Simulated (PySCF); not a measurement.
Correlation energy of Pr²⁺ (praseodymium, charge +2)

[Xe] 4f2 5d1, one real determinant (an excited configuration). All numbers are calculated (PySCF 2.14, the spin-free X2C one-electron Hamiltonian (Gaussian nucleus), in cc-pVDZ-X2C (8s7p5d3f1g, 84 functions)). Frozen: [Ar] 3d10; 29 electrons correlated.

MP2 pair energies summed by pair of shells (mhartree):

```tsv
pair	energy	share (%)
4d-4d	-209.25	30.8
5p-5p	-110.38	16.3
4d-5p	-106.56	15.7
4f-5p	-37.66	5.5
5s-5p	-32.93	4.8
4d-4f	-32.46	4.8
5p-5d	-26.59	3.9
4d-5s	-23.29	3.4
4p-4d	-22.87	3.4
4p-4p	-15.18	2.2
4p-4f	-7.55	1.1
4f-5s	-7.52	1.1
4d-5d	-7.04	1.0
4s-4d	-6.85	1.0
4p-5p	-6.50	1.0
5s-5s	-5.86	0.9
4p-5s	-4.18	0.6
4f-5d	-3.65	0.5
5s-5d	-3.44	0.5
4f-4f	-3.41	0.5
4s-4p	-2.24	0.3
4s-4s	-1.23	0.2
4s-4f	-0.94	0.1
4s-5p	-0.84	0.1
4p-5d	-0.47	0.1
4s-5s	-0.23	0.0
4s-5d	-0.04	0.0
```

Total MP2 correlation energy: -679.17 mhartree.

Same-spin part -245.87 and opposite-spin part -433.30 mhartree; SCS-MP2 scales them by 1/3 and 6/5 to -601.92 mhartree.

The reference is one real determinant that mixes LS terms of this configuration.

This basis was not built for core-valence correlation, so the inner-shell part is incomplete.
